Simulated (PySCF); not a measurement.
Fill in the blanks.

C7H10OSSi.
SMILES: `[SiH2](/C=C\C)C#CC(OC)=S`

Conformer (atom-mapped SMILES and torsion angles): `[CH3:1]/[CH:2]=[CH:3]\[SiH2:4][C:5]#[C:6][C:7](=[S:8])[O:9][CH3:10]`: C2–C3–Si4–C5 -165°, C6–C7–O9–C10 179°.

| property | level | value |
| --- | --- | --- |
| point group of the GFN2-xTB geometry | GFN2-xTB | C1 |
| rotational constants A, B, C of the GFN2-xTB geometry | GFN2-xTB | ? |
| dipole moment | PBE0/pcSseg-1 | ? |
| HOMO energy | PBE0/pcSseg-1 | ? |
| LUMO energy | PBE0/pcSseg-1 | ? |
| 13C chemical shifts (computed TMS as zero) by class | GIAO PBE0/pcSseg-1 | ? |
| 1H chemical shifts (computed TMS as zero) by class | GIAO PBE0/pcSseg-1 | 6.91 (1 H), 5.81 (1 H), 4.93 (2 H), 4.29 (3 H), 1.92 (3 H) ppm |
| isotropic shieldings of nuclei other than C and H, by class | GIAO PBE0/pcSseg-1 | ? |

Gas-phase values; electronic properties from PySCF, density fitting. Geometry: GFN2-xTB, one conformer, isolated molecule. NMR classes are plain means over equivalent atoms (diastereotopic ones count apart unless rotation or inversion swaps them), as if these changed places fast; in this geometry the members of some classes differ.

Problem. What is the LUMO energy?

Solution. -2.29 eV.

Problem. Give the isotropic shieldings of nuclei other than C and H, by class.

Solution. 63 (1 O), 430 (1 Si), -81 (1 S) ppm.

Problem. The dipole moment?

Solution. 1.77 D.

Problem. What are the 13C chemical shifts (computed TMS as zero) by class?

Solution. 205.4 (1 C), 157.5 (1 C), 125.6 (1 C), 109.0 (1 C), 107.4 (1 C), 59.4 (1 C), 24.7 (1 C) ppm.

Problem. What is the HOMO energy?

Solution. -6.62 eV.

Problem. Give the rotational constants A, B, C of the GFN2-xTB geometry.

Solution. 2.686, 0.298, 0.283 GHz.

A dipole of 1.77 D is allowed in C1, and pure rotational transitions are dipole-allowed. The rotational constants make it an asymmetric top with κ = (2B − A − C)/(A − C) = -0.99, nearer the prolate limit (−1). The dipole equals about 5.9 × 10⁻³⁰ C·m (1 D = 3.33564 × 10⁻³⁰ C·m). With B = h/(8π²I), that is 505.379 GHz u Å² over I, the principal moments of inertia are 188.2, 1695.4 and 1786.1 u Å² (most abundant isotopes); the inertial defect Ic − Ia − Ib is -97.5 u Å² (zero for a rigid planar frame, negative otherwise).
